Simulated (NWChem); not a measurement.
Isomers of C₂H₅ClOSi, each optimised at PBE0/def2-SVP with NWChem, gas phase unless a solvent is named. Flexible species stand in one conformer each, which need not be the lowest.  Relative energies count from the lowest isomer at each level and are electronic, without zero-point energy, on those geometries.

A: O=C[Si@@H](Cl)C
B: O[SiH2]/C=C/Cl
C: Cl[SiH2]OC=C
D: O=CC[SiH2]Cl

```json
[
 {"quantity": "relative energy, TPSSh/def2-TZVP (kcal/mol)", "A": "13.1", "B": "22.5", "C": "0.0", "D": "11.7"},
 {"quantity": "relative energy, M06-2X/def2-TZVP (kcal/mol)", "A": "15.2", "B": "22.3", "C": "0.0", "D": "14.1"},
 {"quantity": "highest harmonic frequency (cm⁻¹), PBE0/def2-SVP", "A": "3183", "B": "3932", "C": "3303", "D": "3149"},
 {"quantity": "SMD solvation free energy in water, PBE0/def2-SVP (kcal/mol)", "A": "-0.4", "B": "-3.1", "C": "0.4", "D": "-3.0"}
]
```
